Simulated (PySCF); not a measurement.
CH9NOSi3, SMILES [C@H]1([SiH3])N[SiH2]O[SiH2]1. The structure is a stationary point at PBE-D3(BJ)/def2-SVP. The structure was generated by enumeration; whether it is a known compound was not checked. One conformer was computed; it need not be the lowest.

Computed equilibrium geometry at PBE-D3(BJ)/def2-SVP (PySCF confirms it by a frequency run) as bond lengths and angles (one conformer of several):
Atoms: Si1 C2 N3 Si4 O5 Si6 H7 H8 H9 H10 H11 H12 H13 H14 H15. Bonded distances (Å): Si1–C2 1.903, Si1–H7 1.508, Si1–H8 1.503, Si1–H9 1.507, C2–N3 1.473, C2–Si6 1.924, C2–H10 1.120, N3–Si4 1.752, N3–H11 1.023, Si4–O5 1.691, Si4–H12 1.508, Si4–H13 1.503, O5–Si6 1.693, Si6–H14 1.502, Si6–H15 1.504. Bond angles (°): C2–Si1–H7 109.4, C2–Si1–H8 110.3, C2–Si1–H9 110.5, H7–Si1–H8 108.5, H7–Si1–H9 108.6, H8–Si1–H9 109.5, Si1–C2–N3 110.8, Si1–C2–Si6 112.1, Si1–C2–H10 108.5, N3–C2–Si6 103.6, N3–C2–H10 113.8, Si6–C2–H10 108.0, C2–N3–Si4 117.4, C2–N3–H11 116.1, Si4–N3–H11 124.3, N3–Si4–O5 99.5, N3–Si4–H12 116.4, N3–Si4–H13 111.5, O5–Si4–H12 108.0, O5–Si4–H13 112.8, H12–Si4–H13 108.5, Si4–O5–Si6 114.2, C2–Si6–O5 100.3, C2–Si6–H14 112.6, C2–Si6–H15 112.9, O5–Si6–H14 111.2, O5–Si6–H15 110.2, H14–Si6–H15 109.4.
